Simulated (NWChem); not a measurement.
C₃HClF₂; SMILES FC(F)=C=CCl

All runs: NWChem. Structure relaxed at the PBE-D3(BJ)/def2-SVP level. Level: B3LYP/def2-SVP with SMD (1 M gas to 1 M solution), gas-phase geometry.

**Question.** Order these by “cavity-dispersion-structure term (kcal/mol)”, lowest first: ethylene glycol; acetonitrile; water; diethyl ether.

**Answer.** diethyl ether (-0.3), acetonitrile (0.6), ethylene glycol (3.3), water (4.5)
